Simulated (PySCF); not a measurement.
Working out the ionisation energy of In+

In+ [Kr] 4d10 5s2 (1S) → In(2+) [Kr] 4d10 5s1 (2S). All numbers are calculated (PySCF 2.14, scalar relativity through the core potential, in aug-cc-pwCVTZ-PP with ECP28MDF (8s7p6d4f1g, 96 functions)). Frozen: nothing. Energies in hartree (1 hartree = 27.21139 eV):

```csv
part,In+ (lower),In(2+) (upper)
UHF,-189.018784,-188.393763
MP2 opposite-spin,-0.484523,-0.433933
MP2 same-spin,-0.237019,-0.217066
```

Problem. What does Hartree-Fock give?

Solution. (-188.393763) − (-189.018784) = 0.625021 hartree = 17.008 eV.

Problem. What do MP2 and SCS-MP2 (6/5 opposite-spin, 1/3 same-spin) give?

Solution. The opposite-spin parts differ by 1.377 eV and the same-spin parts by 0.543 eV. MP2: 17.008 + (1.377) + (0.543) = 18.928 eV. SCS-MP2: 17.008 + 1.2 × (1.377) + (0.543)/3 = 18.841 eV.

Measured between the centres of the two terms (NIST): 18.870 eV, so MP2 (valence and next inner shell) is off by 0.058 eV.

What remains against the reference includes basis incompleteness and correlation beyond second order.
